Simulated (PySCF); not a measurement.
## Sr³¹⁺: ionisation energy

Sr³¹⁺ [He] 2s2 2p3 (4S) → Sr³²⁺ [He] 2s2 2p2 (3P), as a difference of total energies. All numbers are calculated (PySCF 2.14, scalar relativity by spin-free X2C-1e, in an even-tempered Gaussian basis (19 s from 11 bohr⁻², ratio 2.2; 12 p from 14 bohr⁻², ratio 2.2; 6 d from 55 bohr⁻², ratio 2.4; 5 f from 82 bohr⁻², ratio 2.4; 4 g from 120 bohr⁻², ratio 2.4)). Correlated levels: nothing frozen; virtual orbitals above 40 to 60 times the deepest correlated orbital energy dropped. The calculations carry no spin-orbit coupling.

| method | ionisation energy (eV) |
| --- | --- |
| UHF | 3868.9 |
| LDA | 3866.0 |
| PBE | 3866.5 |
| PBE0 | 3867.4 |
| r2SCAN | 3869.6 |
| M06-L | 3869.5 |
| TPSSh | 3866.9 |
| MP2 (all electrons) | 3868.9 |
| SCS-MP2 (all electrons) | 3868.3 |

Spin-orbit coupling is strong in these open shells (close to jj coupling). The scalar numbers leave it out and a first-order estimate fails, so it can dominate the gap to the real levels.

For this ion Breit and QED terms and the two-electron picture change, all absent here, outweigh the differences among the correlated methods.

For comparison: 3830 ± 30 eV (semi-empirical (NIST evaluation); NIST Atomic Spectra Database, ionization energies).
